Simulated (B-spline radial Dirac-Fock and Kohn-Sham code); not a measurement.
**Cu 4s: cross section and angular parameters**

System: the free copper atom, [Ar] 3d10 4s1; threshold 6.88 eV (orbital energy of the model). These are calculated numbers from an atomic code on a B-spline grid; the model is Dirac-Hartree-Slater photoionisation with a Latter tail; cross sections with all multipoles, angular parameters from the dipole term and its interference with E2.

For linearly polarised light dσ/dΩ = σ/(4π) [1 + β P₂(cos θ) + (δ + γ cos²θ) sin θ cos φ], with θ from the polarisation vector and φ the angle between the beam and the projection of the electron momentum on the plane normal to the polarisation.

```
hν (eV)   σ (kb)      β       γ
   53.4     29.8  1.995   0.060
   54.8     29.3  1.995   0.065
     60     27.7  1.996   0.081
   67.2     25.6  1.996   0.102
   88.9     20.3  1.997   0.151
   89.1     20.2  1.997   0.151
   91.5        ?      ?       ?
    200     7.60  1.998   0.197
    212     7.00  1.998   0.193
    236     6.00  1.999   0.183
    252     5.46  1.999   0.175
    261     5.18  1.999   0.170
    300     4.21  1.999   0.149
    374     3.00  1.999   0.108
    400     2.70  1.999   0.095
    438     2.34  1.999   0.076
    800    0.874  1.999  -0.040
    896    0.717  1.999  -0.053
    930    0.671  1.999  -0.056
    944    0.653  1.999  -0.057
 1253.6    0.389  1.999  -0.058
   1700    0.217  1.999  -0.009
   1810    0.192  1.999   0.008
   1970    0.163  1.999   0.035
   2000    0.158  1.999   0.040
   3720   0.0436  1.999   0.388
   4620   0.0272  1.999   0.572
   5160   0.0212  1.999   0.677
  10600  0.00386  1.999   1.554
  12000  0.00284  1.998   1.739
```

Question: Give the values at 91.5 eV.

Answer: σ = 19.7 kb, β = 1.997, γ = 0.155. For an s subshell δ is negligible.
